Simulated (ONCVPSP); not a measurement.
**Logarithmic derivatives: rubidium (Rb), ONCV**

ONCVPSP 4.0.1 input, shortened (lines: element, Z, core and valence counts, functional; n l f; lmax; l rc ep ncon nbas qcut; lloc lpopt rc5 dvloc0; l nproj debl; icmod fcfact rcfact), PBEsol, scalar-relativistic:

```
  Rb 37.00    8    1  -116133      upf
    1    0    2.00
    2    0    2.00
    2    1    6.00
    3    0    2.00
    3    1    6.00
    3    2   10.00
    4    0    2.00
    4    1    6.00
    5    1    1.00
    2
    0    4.10    0.09    5    8    2.00
    1    4.00    0.00    4    9    2.50
    2    3.35    0.11    4    7    2.50
    4    5    3.20    0.00
    0    1    1.40
    1    1    3.40
    2    1    2.40
    0    0.00    0.00
```

In the s channel the program set the typed energies aside and used 0.050 Ha.

The phase is arctan(r·R′/R) of the radial function R(r), unwrapped; energies in Ha, scanned from -2 to 5 Ha. A pole is an energy at which the radial function vanishes at the test radius. The pseudo phase is shifted by a multiple of π to meet the all-electron one at the reference energy, and phase errors are pseudo minus all-electron; the curves can meet again beyond the range given. Levels narrower than the energy grid can be missing from the lists of poles.

```csv
channel,radius (bohr),reference energy (Ha),"poles, all-electron","poles, pseudo",unbroken range about the reference energy with phases within 0.05 rad,phase error 1 Ha above the reference energy (rad)
s,4.17,0.05,"-1.23, 0.32, 2.01, 4.47","0.11, 0.34, 1.76, 3.66",-0.1 to 0.1,-3.277
p,4.05,-0.05,"-0.62, 0.69, 2.57","0.24, 1.02, 2.76",-0.4 to 0.0,-3.006
d,3.40,0.11,"0.31, 2.06, 4.90","0.31, 2.62",below 0.6,+0.856
```

Note: no bound ghost flagged but for a GHOST(-) flag that falls on a real empty level of the atom; GHOST(+) flagged for s at 2.82 eV.

Phases in the p channel:

| E (Ha) | all-electron | pseudo |
| --- | --- | --- |
| -1.98 | 1.423 | -1.717 |
| -1.80 | 1.414 | -1.726 |
| -1.62 | 1.403 | -1.736 |
| -1.44 | 1.389 | -1.748 |
| -1.26 | 1.371 | -1.764 |
| -1.08 | 1.347 | -1.783 |
| -0.90 | 1.307 | -1.810 |
| -0.72 | 1.175 | -1.847 |
| -0.54 | -1.821 | -1.905 |
| -0.36 | -1.969 | -2.010 |
| -0.18 | -2.236 | -2.257 |
| 0.00 | -3.166 | -3.180 |
| 0.18 | -4.217 | -4.436 |
| 0.36 | -4.518 | -6.437 |
| 0.54 | -4.645 | -7.571 |
| 0.72 | -4.726 | -7.729 |
| 0.90 | -4.799 | -7.810 |
| 1.08 | -4.896 | -7.872 |
| 1.26 | -5.107 | -7.936 |
| 1.44 | -6.168 | -8.034 |
| 1.62 | -7.412 | -8.309 |
| 1.80 | -7.644 | -10.036 |
| 1.98 | -7.733 | -10.719 |
| 2.16 | -7.783 | -10.855 |
| 2.34 | -7.818 | -10.917 |
| 2.52 | -7.846 | -10.956 |
| 2.70 | -7.872 | -10.986 |
| 2.88 | -7.900 | -11.014 |
| 3.06 | -7.933 | -11.044 |
| 3.24 | -7.981 | -11.082 |
| 3.42 | -8.070 | -11.142 |
| 3.60 | -8.341 | -11.282 |
| 3.78 | -9.923 | -12.060 |
| 3.96 | -10.674 | -13.707 |
| 4.14 | -10.822 | -13.944 |
| 4.32 | -10.885 | -14.022 |
| 4.50 | -10.921 | -14.063 |
| 4.68 | -10.945 | -14.090 |
| 4.86 | -10.964 | -14.110 |
